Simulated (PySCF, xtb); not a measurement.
Ge(OH)3(PH2) (GeH5O3P), SMILES [OH][Ge]([OH])([OH])[PH2].

GFN2-xTB (xtb) at its own geometry gives an orbital gap of 4.76 eV and a dipole moment of 0.95 D.

The structure is a stationary point at B3LYP-D3(BJ)/def2-SVP. The structure was generated by enumeration, and PubChem lists no compound with its InChIKey, so it may never have been made. The values are those of a single conformer.

Task: What does CAM-B3LYP/def2-TZVP (PySCF) give? (The exact figures need the calculation; the answer reports its results.)

Result: gap 9.78 eV (levels -9.18 and 0.59 eV), dipole 0.87 D.
